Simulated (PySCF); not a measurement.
SMILES C=[CH][In]([CH3])[Cl] (B3LYP/def2-SVP optimised geometry):

```
11

In    -0.847    -0.143     0.000
Cl    -1.721    -2.377    -0.006
C     -2.385     1.386     0.000
H     -1.964     2.377     0.220
H     -3.143     1.126     0.753
H     -2.861     1.403    -0.992
C      1.307    -0.143     0.000
C      2.045     0.976     0.031
H      1.817    -1.114    -0.024
H      3.143     0.947     0.033
H      1.604     1.980     0.057
```

Method: B3LYP/def2-TZVP, def2 effective core potentials past Kr (PySCF).

Problem. What are the frontier orbital energies and the dipole moment?

Solution. HOMO-2 -8.17 eV, HOMO-1 -7.92 eV, HOMO -7.41 eV, LUMO -1.89 eV, LUMO+1 -1.01 eV; dipole moment 3.81 D.

On the same geometry PBE/def2-TZVP, def2 effective core potentials past Kr (PySCF) gives HOMO-2 -7.15 eV, HOMO-1 -6.90 eV, HOMO -6.41 eV, LUMO -2.42 eV, LUMO+1 -1.56 eV; dipole moment 3.71 D.
